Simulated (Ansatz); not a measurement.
Z-matrix (Å, degrees):
```
Sn
F 1 1.920
I 1 2.701 2 107.0
Cl 1 2.333 2 103.2 3 -117.9
```

The species carries charge 0 and has multiplicity 2. Sn, I: def2 effective core potential.

List the ωB97M-V/def2-TZVPP orbital energies in eV (the Gaussian-basis code of Ansatz). (An estimate is asked.)

Computed: α occupied: -2772.24, -676.88, -262.60, -200.11, -199.95, -199.94, -191.43, -144.80, -137.25, -136.97, -136.96, -99.44, -99.34, -99.30, -56.14, -56.06, -56.04, -55.81, -55.81, -35.35, -33.04, -32.95, -32.90, -32.83, -32.32, -25.68, -22.80, -17.36, -14.40, -14.24, -14.09, -12.61, -12.14, -11.90, -10.68, -10.57, -9.52. α empty: 0.19, 0.78, 1.12, 3.16, 3.65, 4.03, 4.89, 5.38. β occupied: -2772.20, -676.81, -262.57, -200.02, -199.92, -199.92, -191.40, -144.75, -137.18, -136.96, -136.95, -99.36, -99.31, -99.27, -56.07, -55.99, -55.98, -55.80, -55.80, -35.20, -32.95, -32.85, -32.80, -32.76, -32.22, -25.52, -22.50, -16.80, -14.17, -14.00, -13.74, -12.10, -11.96, -11.60, -10.51, -10.47. β empty: -3.34, 0.40, 0.99, 1.44, 3.28, 3.77, 4.09, 4.91. ⟨S²⟩ = 0.759.
